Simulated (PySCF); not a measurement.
A geometry optimisation, step by step.

4-fluorophenol, C6H5FO.
Atom-mapped SMILES: `[OH:1][c:2]1[cH:3][cH:4][c:5]([F:6])[cH:7][cH:8]1` (hydrogens: H9 on O1; H10 on C3; H11 on C4; H12 on C7; H13 on C8)

Computed by this run: PBE0-D3(BJ)/def2-SVP geometry optimisation, gas phase (PySCF 2.14.0); density fitting, grid level 2; the optimiser is geomeTRIC in internal coordinates, started from a GFN2-xTB structure. The frame can shift and turn from step to step; on so coarse a grid that alone can change the energy by a few meV, and forces under 0.02 eV/Å are noise.

Step 0: E = -11047.0794 eV, largest atomic force 1.047 eV/Å
```
atom  x, y, z in Å  |  force x, y, z in eV/Å
O1     -2.165   -0.895   -0.892    0.113   0.053   0.110
C2     -0.996   -0.410   -0.398   -0.557  -0.243  -0.367
C3      0.080   -0.096   -1.220   -0.117  -0.035   0.077
C4      1.253    0.395   -0.678   -0.008   0.017   0.202
C5      1.335    0.567    0.690    0.894   0.371   0.401
F6      2.480    1.046    1.225   -0.504  -0.209  -0.237
C7      0.277    0.261    1.528    0.132   0.034  -0.176
C8     -0.892   -0.228    0.980   -0.079  -0.056  -0.219
H9     -2.110   -0.977   -1.852    0.072   0.043   0.146
H10    -0.001   -0.237   -2.289   -0.030  -0.058  -0.455
H11     2.095    0.643   -1.304    0.402   0.123  -0.240
H12     0.376    0.408    2.592    0.076   0.077   0.472
H13    -1.737   -0.477    1.601   -0.393  -0.117   0.287
```

Step 1: E = -11047.1100 eV, largest atomic force 0.170 eV/Å
```
atom  x, y, z in Å  |  force x, y, z in eV/Å
O1     -2.060   -1.003   -0.910   -0.016  -0.009  -0.033
C2     -0.890   -0.518   -0.444    0.028   0.017   0.083
C3      0.189   -0.202   -1.273   -0.031  -0.022  -0.095
C4      1.373    0.296   -0.735    0.094   0.033  -0.021
C5      1.475    0.478    0.637   -0.139  -0.054  -0.083
F6      2.605    0.957    1.154    0.110   0.042   0.058
C7      0.411    0.169    1.477    0.027   0.018   0.088
C8     -0.768   -0.328    0.937   -0.055  -0.017   0.035
H9     -2.010   -1.085   -1.868   -0.015  -0.008  -0.025
H10     0.106   -0.346   -2.356    0.005   0.005   0.032
H11     2.224    0.547   -1.373   -0.034  -0.010   0.017
H12     0.519    0.322    2.554   -0.005  -0.005  -0.040
H13    -1.618   -0.579    1.576    0.032   0.009  -0.017
```

Step 2: E = -11047.1102 eV, largest atomic force 0.072 eV/Å
```
atom  x, y, z in Å  |  force x, y, z in eV/Å
O1     -2.057   -1.003   -0.915   -0.043  -0.012   0.044
C2     -0.890   -0.517   -0.439   -0.015  -0.013  -0.069
C3      0.186   -0.203   -1.274    0.039   0.020   0.041
C4      1.372    0.296   -0.737   -0.004  -0.002   0.005
C5      1.473    0.478    0.635   -0.032  -0.017  -0.034
F6      2.607    0.955    1.150    0.029   0.015   0.032
C7      0.412    0.170    1.480    0.030   0.011   0.004
C8     -0.770   -0.328    0.943   -0.012  -0.009  -0.044
H9     -2.003   -1.083   -1.873    0.009   0.005   0.014
H10     0.100   -0.348   -2.355   -0.005  -0.001   0.006
H11     2.221    0.546   -1.376   -0.001   0.000   0.004
H12     0.523    0.323    2.555    0.003   0.001  -0.003
H13    -1.618   -0.578    1.583    0.003   0.001  -0.001
```

Step 3: E = -11047.1106 eV, largest atomic force 0.046 eV/Å
```
atom  x, y, z in Å  |  force x, y, z in eV/Å
O1     -2.062   -1.004   -0.909    0.017   0.006  -0.001
C2     -0.891   -0.518   -0.441    0.012   0.005   0.000
C3      0.187   -0.202   -1.274   -0.010  -0.003   0.001
C4      1.374    0.297   -0.738   -0.027  -0.007   0.036
C5      1.475    0.478    0.634    0.006   0.000   0.007
F6      2.609    0.955    1.153   -0.013  -0.004  -0.015
C7      0.413    0.170    1.478   -0.002  -0.004  -0.030
C8     -0.768   -0.328    0.940    0.013   0.005  -0.006
H9     -2.014   -1.086   -1.867    0.006   0.003   0.008
H10     0.102   -0.347   -2.354   -0.002  -0.002  -0.014
H11     2.222    0.547   -1.377    0.007   0.002  -0.008
H12     0.524    0.324    2.553    0.003   0.002   0.012
H13    -1.616   -0.577    1.580   -0.011  -0.003   0.009
```

Step 4: E = -11047.1106 eV, largest atomic force 0.022 eV/Å
```
atom  x, y, z in Å  |  force x, y, z in eV/Å
O1     -2.062   -1.003   -0.907   -0.001  -0.001  -0.004
C2     -0.891   -0.517   -0.440    0.000   0.001   0.004
C3      0.186   -0.203   -1.275   -0.004   0.000   0.014
C4      1.372    0.296   -0.738    0.017   0.005  -0.013
C5      1.475    0.478    0.633   -0.005  -0.001   0.000
F6      2.609    0.956    1.150    0.002   0.000  -0.004
C7      0.414    0.170    1.478   -0.004  -0.002  -0.005
C8     -0.767   -0.327    0.940   -0.005  -0.001   0.011
H9     -2.012   -1.085   -1.865   -0.003  -0.001  -0.002
H10     0.100   -0.348   -2.356    0.001   0.001   0.002
H11     2.220    0.546   -1.377    0.001   0.000  -0.001
H12     0.525    0.324    2.553    0.000   0.000  -0.001
H13    -1.615   -0.577    1.581    0.000   0.000  -0.001
```

**Question.** Summarise the path.

**Answer.** The energy falls by 3.01 kJ/mol from step 0 to step 4; nine tenths of that is first reached at step 1. It falls at every step. The largest force goes from 1.047 to 0.022 eV/Å. Among the bonds C5–F6 changes most, from 1.352 to 1.335 Å; the atoms move by 0.013 Å rms after alignment.

**Question.** Follow the three bonds and two angles with the largest change from start to end.

**Answer.** 
| step | E above end (kJ/mol) | largest force (eV/Å) | C5–F6 (Å) | C8–H13 (Å) | C7–H12 (Å) | C4–C5–C7 (°) | C2–O1–H9 (°) |
| --- | --- | --- | --- | --- | --- | --- | --- |
| 0 | 3.01 | 1.047 | 1.352 | 1.078 | 1.078 | 121.8 | 110.1 |
| 1 | 0.06 | 0.170 | 1.332 | 1.092 | 1.093 | 120.8 | 109.2 |
| 2 | 0.04 | 0.072 | 1.334 | 1.091 | 1.092 | 121.1 | 109.4 |
| 3 | 0.00 | 0.046 | 1.336 | 1.091 | 1.091 | 121.1 | 109.4 |
| 4 | 0.00 | 0.022 | 1.335 | 1.091 | 1.092 | 121.0 | 109.3 |

The cost below is that of the whole optimisation. On Intel Xeon 6975P-C, one thread, no GPU (shared host), this took 32 s of wall time and 0.74 GiB of memory at its peak.
